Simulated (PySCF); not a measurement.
Cost of one run: excited-state job, `COc1scpc1C#N`.

Method: TDDFT PBE0/def2-SVPD, vertical, gas phase, core orbitals frozen in the response (PySCF 2.14.0, density-fitted response routines). Geometry: GFN2-xTB. Work: 8 singlets by full TDDFT, 3 Tamm–Dancoff triplets, polarisability, density and orbital grids written, density fitting. The command runs a driver script over a list of jobs; the input below is this job's line of settings and its coordinates in Å.

Command:
```bash
OMP_NUM_THREADS=1 python probes_run.py task.json out
```

Input:
```
{"job": {"kind": "uv", "xc": "PBE0", "basis": "def2-SVPD", "nstates": 8, "ntriplets": 3}, "charge": 0, "multiplicity": 1}
C     -1.329704     0.555032    -1.770250
O     -1.160285     0.514900    -0.372021
C     -0.019941     0.012887     0.103943
S      1.224927    -0.575576    -0.948499
C      2.288766    -1.022377     0.328007
P      1.812648    -0.765300     1.937809
C      0.243439    -0.071655     1.452732
C     -0.690783     0.369942     2.403941
N     -1.436810     0.720808     3.201392
H     -2.309724     0.995188    -1.940771
H     -1.294646    -0.452019    -2.198385
H     -0.558237     1.172366    -2.242031
H      3.225962    -1.453707     0.026405
```

Hardware: one thread of an Arm Neoverse V1, shared host. PySCF's memory limit was set to 1040 MB.

The basis has 226 functions.

Problem. How long does the run take?

Solution. About 55 s. The SCF took 16 cycles.

Problem. Estimate the peak memory.

Solution. About 0.92 GiB. Peak memory is the resident size of the whole Python process, interpreter and libraries included.

Problem. At this speed, how long would 500 such jobs take on 16 cores, one job a core?

Solution. 500/16 gives 32 rounds of 55 s, about 29 min of wall time and 7.6 core-hours, if the jobs don't slow each other.

The host was shared with other jobs, so the times are rough.

The run converged: HOMO -7.10 eV, LUMO -1.81 eV; lowest singlet 4.54 eV; lowest triplet 2.96 eV (Tamm–Dancoff); mean polarisability 109.6 au.
